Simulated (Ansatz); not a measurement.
Basis-set extrapolation for CH6ClFO2Si2, SMILES `O[Si@H](Cl)C[Si@@H](O)F` (PBE0-D4/def2-TZVP geometry, frozen core, Ansatz 0.2.0). Multiplicity 1, RHF reference.

|  | def2-TZVPP | def2-QZVPP |
| --- | --- | --- |
| HF | -1328.324947 | -1328.370300 |
| MP2 correlation | -1.328498 | -1.443075 |
| CCSD(T) correlation | -1.425739 | not run |

Energies in hartree. Use E(X) = E(∞) + A·exp(−7.88·√X) for Hartree–Fock and E(X) = E(∞) + B·X^(−2.97) for correlation, with X = 3 and 4, and add CCSD(T) minus MP2 of the smaller set to the MP2 limit.

Problem. What is the CCSD(T) energy at the basis-set limit?

Solution. HF limit: -1328.370300 + (-0.045353) × 0.13774 = -1328.37655. MP2 limit: -1.443075 + (-0.114577) × 0.74074 = -1.52795. Higher-order term: -1.425739 − (-1.328498) = -0.09724. Total: -1330.00174 hartree, 6.83 eV below CCSD(T)/def2-TZVPP.
